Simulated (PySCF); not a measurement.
C₃H₈OSi₂. Atoms are numbered in the order given.

```xyz
14

O     -2.2947    -0.4329     0.3694
Si    -0.9299    -0.3223    -0.6024
C      0.4243    -1.5867    -0.1305
C      1.5569    -0.9093     0.6117
C      1.7227     0.4275     0.6943
Si     0.4453     1.5281    -0.1463
H     -2.2345    -0.0306     1.2434
H     -1.4195    -0.5435    -1.9879
H     -0.0032    -2.4094     0.4707
H      0.8165    -2.0706    -1.0455
H      2.2888    -1.5731     1.0938
H      2.5899     0.8135     1.2425
H     -0.1208     2.5522     0.7862
H      1.0009     2.2534    -1.3294
```

Geometry optimised at B3LYP-D3(BJ)/def2-SVP. The structure was generated by enumeration; whether it is a known compound was not checked. One conformer was computed; it need not be the lowest.

Level of theory: B3LYP-D3(BJ)/def2-SVP run with PySCF 2.14.0.

Frequencies are harmonic and unscaled.

Computed normal modes with their intensities:
| mode | ν (cm⁻¹) | IR (km/mol) | moving atoms (share of kinetic energy) |
|---|---|---|---|
| 1 | 49 | 0.7 | C 39 %, H 33 %, O 20 % |
| 2 | 145 | 27.1 | H 51 %, O 26 %, Si 20 % |
| 3 | 209 | 66.1 | H 72 %, O 15 %, Si 9 % |
| 4 | 230 | 17.9 | O 44 %, H 22 %, C 18 %, Si 17 % |
| 5 | 298 | 0.4 | C 50 %, H 49 % |
| 6 | 362 | 9.5 | Si 59 %, C 30 %, H 9 % |
| 7 | 421 | 4.7 | Si 69 %, H 24 % |
| 8 | 491 | 4.2 | H 61 %, Si 33 % |
| 9 | 571 | 22.5 | C 53 %, Si 23 %, H 21 % |
| 10 | 576 | 24.3 | H 67 %, C 24 % |
| 11 | 646 | 6.2 | H 56 %, C 34 % |
| 12 | 671 | 12.3 | H 53 %, C 37 %, Si 9 % |
| 13 | 703 | 85.4 | H 67 %, C 16 %, Si 16 % |
| 14 | 712 | 69.6 | H 75 %, C 16 %, Si 9 % |
| 15 | 777 | 5.9 | H 81 %, C 12 % |
| 16 | 790 | 195.2 | H 54 %, O 22 %, C 18 % |
| 17 | 855 | 50.7 | H 47 %, C 36 %, Si 14 % |
| 18 | 887 | 137.5 | Si 35 %, H 35 %, O 24 % |
| 19 | 900 | 70.1 | H 75 %, O 14 %, Si 8 % |
| 20 | 933 | 4.7 | H 50 %, C 49 % |
| 21 | 951 | 106.6 | H 94 % |
| 22 | 1011 | 1.2 | H 83 %, C 17 % |
| 23 | 1122 | 17.6 | H 89 %, C 10 % |
| 24 | 1133 | 9.4 | H 81 %, C 18 % |
| 25 | 1239 | 6.4 | H 57 %, C 43 % |
| 26 | 1345 | 0.8 | H 69 %, C 31 % |
| 27 | 1403 | 9.8 | H 91 %, C 9 % |
| 28 | 1637 | 39.7 | C 93 % |
| 29 | 2190 | 121.6 | H 97 % |
| 30 | 2197 | 104.6 | H 97 % |
| 31 | 2244 | 139.4 | H 97 % |
| 32 | 3012 | 9.2 | H 94 % |
| 33 | 3056 | 5.9 | H 91 %, C 9 % |
| 34 | 3106 | 22.1 | H 92 % |
| 35 | 3154 | 13.3 | H 91 %, C 9 % |
| 36 | 3876 | 78.3 | H 94 % |
